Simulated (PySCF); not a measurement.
Geometry:
| atom | x (Å) | y (Å) | z (Å) |
| --- | --- | --- | --- |
| C1 | 2.868 | 0.420 | 0.466 |
| C2 | 1.944 | -0.073 | -0.154 |
| Si3 | 0.521 | -0.793 | -1.067 |
| C4 | -1.018 | 0.222 | -0.696 |
| Si5 | -1.503 | 0.352 | 1.099 |
| F6 | -1.670 | -1.156 | 1.695 |
| H7 | 3.687 | 0.853 | 1.014 |
| H8 | 0.826 | -0.758 | -2.528 |
| H9 | 0.342 | -2.211 | -0.642 |
| H10 | -1.862 | -0.204 | -1.265 |
| H11 | -0.852 | 1.245 | -1.081 |
| H12 | -0.459 | 1.050 | 1.898 |
| H13 | -2.820 | 1.036 | 1.248 |

Geometry: PBE0-D3(BJ)/def2-SVP; GIAO shifts from PySCF 2.14.0 with density-fitted response routines, gas phase, non-relativistic, averaged over equivalent atoms.

At PBE0/cc-pVDZ (127 basis functions, 16 s wall time on 1 thread of an Arm Neoverse V1, shared host):
| atoms | δ (ppm) |
| --- | --- |
| C1 | 99.2 |
| C2 | 78.5 |
| C4 | -1.9 |
| Si5 | 4.7 |
| Si3 | -64.6 |
| F6 | -199.9 |
| H12/H13 | 5.29 |
| H8/H9 | 4.56 |
| H7 | 2.26 |
| H10/H11 | 0.06 |

δ = σ(ref) − σ, references computed at the same level: TMS for 13C (196.75 ppm), 29Si (418.61 ppm), 1H (31.29 ppm); 19F (200.93 ppm) vs CFCl3.

Question: Estimate the result of repeating the calculation with PBE0/6-311+G(2d,p).

Answer: 
```csv
atoms,"δ at PBE0/6-311+G(2d,p)",change
C1,103.7,+4.5
C2,83.9,+5.4
C4,-1.1,+0.8
Si5,5.9,+1.2
Si3,-66.5,-1.9
F6,-212.4,-12.5
H12/H13,5.56,+0.27
H8/H9,4.83,+0.27
H7,2.38,+0.12
H10/H11,0.21,+0.15
```

δ = σ(ref) − σ, references computed at the same level: TMS for 13C (σ = 186.44 ppm) and 29Si (σ = 344.43 ppm) and 1H (σ = 31.51 ppm); 19F (σ = 174.75 ppm) vs CFCl3.

The largest change is at F6 (fluorine bonded to Si). Cost: 220 basis functions, 29 s wall time on 1 thread of an Arm Neoverse V1, shared host. The order of the carbon signals is the same at both levels.

Unscaled 19F shifts against computed CFCl3 carry errors that often reach 10 to 50 ppm.
